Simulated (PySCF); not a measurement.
B3LYP on P (phosphorus, neutral)

Configuration: [Ne] 3s1 3p3 4s1, high-spin 6S determinant (an excited configuration). Calculation: PySCF 2.14, in x2c-QZVPPall with one added diffuse shell each of s, p, d, f type (10s7p5d3f1g, 86 functions); the spin-free X2C one-electron Hamiltonian (Gaussian nucleus).

```json
{
  "Total energy": "-341.6420 hartree",
  "One-electron energy": "-469.3101 hartree",
  "Hartree (Coulomb) energy": "150.8403 hartree",
  "Exchange-correlation energy": "-23.1722 hartree",
  "⟨S²⟩": "8.7500",
  "⟨L²⟩": "0.000",
  "Sum of ⟨r⟩": "17.57 bohr",
  "Sum of ⟨r²⟩": "52.79 bohr²",
  "Langevin diamagnetic susceptibility": "-41.8 ×10⁻⁶ cm³/mol"
}
```

```
shell  electrons  mean orbital energy (hartree)  rms radius, mean of both spins (bohr)
 1s α          1                      -77.54530                                  0.120
 1s β          1                      -77.51756                                  0.120
 2s α          1                       -6.85622                                  0.566
 2s β          1                       -6.82481                                  0.566
 2p α          3                       -4.98498                                  0.542
 2p β          3                       -4.94951                                  0.542
 3s α          1                       -0.79814                                   1.93
 3p α          3                       -0.42905                                   2.28
 4s α          1                       -0.07837                                   5.57
```

The outer electron is Rydberg-like, and this basis confines it to a smaller radius and binds it less than a complete one would.

Densities and radii are taken from the X2C orbitals without a picture-change correction, which distorts them close to the nucleus.
